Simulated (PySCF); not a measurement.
TeS⁺: energy against distance

Set-up: PySCF, spin-free X2C with a Gaussian nucleus, basis sets Te x2c-SVPall, S x2c-SVPall. Energies in eV from Te⁺ + S in their ground configurations at the same level. State: ²Π (doublet), unpaired electrons π ↑.

All columns are PBE0. A positive dipole points towards S; it is taken about the centre of mass and depends on that origin.

```tsv
R (Å)	E (eV)	μ (D)	Mulliken charge on Te (basis-dependent)	HOMO (eV)	LUMO (eV)	Mayer bond order	⟨S²⟩
1.877	-1.289	0.14	0.76	-12.67	-10.73	2.49	0.75
1.964	-2.392	0.08	0.76	-12.86	-10.93	2.49	0.75
2.051	-2.981	0.04	0.76	-13.03	-11.12	2.49	0.75
2.116	-3.179	0.02	0.76	-13.15	-11.25	2.49	0.75
2.182	-3.224	0.02	0.76	-13.25	-11.36	2.49	0.76
2.248	-3.158	0.02	0.76	-13.35	-11.40	2.42	0.82
2.335	-2.982	0.08	0.76	-13.43	-11.23	2.16	1.07
2.444	-2.697	0.12	0.76	-13.49	-11.03	1.89	1.31
2.575	-2.309	0.13	0.76	-13.49	-10.97	1.66	1.50
2.749	-1.783	0.10	0.77	-13.33	-10.91	1.41	1.67
```

⟨S²⟩ of the unrestricted solution departs from its pure value on part of the curve, where spin states mix. These are scalar-relativistic numbers at best; spin–orbit coupling would shift them, the dissociation energy most. For an ion De counts to the pair picked by the measured ionisation energies or electron affinities, which need not be the lowest pair at this level. The state was picked by a PBE0 search and need not be the measured ground state.
